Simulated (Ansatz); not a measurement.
`O[SiH2][SiH2]O` + `O[B](F)[GeH3]` → `O[SiH2][SiH2][GeH3]` + `OB(O)F`  (redistribution)

Gas-phase electronic energies from Ansatz, PBE0-D4/def2-TZVP geometries. CBS: MP2 limit from def2 TZ/QZ plus the TZ coupled-cluster correction, frozen cores. Functionals use def2-TZVPP. B3LYP here is the variant with VWN-RPA as its local correlation; programs differ in this. For Ge outer-core shells are correlated without core-valence functions, which leaves a few kJ/mol of doubt a bond. Scalar relativity is left out up to krypton. Each species was taken in one conformer, which may not be the lowest.

| level | ΔE (kcal/mol) |
| --- | --- |
| r2SCAN | -21.1 |
| B3LYP | -19.8 |
| HF/def2-TZVPP | -21.9 |
| CCSD/def2-TZVPP | -21.0 |

(1) What does CCSD(T)/CBS give? (Best estimate.)

Largest T1 diagnostic among the species: 0.013.

Answers

(1) Ansatz gave: -19.9 kcal/mol. The listed levels differ from it by -1.2, 0.1, -2.0, -1.1 kcal/mol.

In def2-TZVPP, CCSD(T) changes the Hartree–Fock value by +1.1 kcal/mol (the triples alone add +0.2 kcal/mol) and MP2 by +1.5 kcal/mol. From PBE to PBE0 (25 % exact exchange), in def2-TZVPP and without D4, ΔE moves by −1.3 kcal/mol.
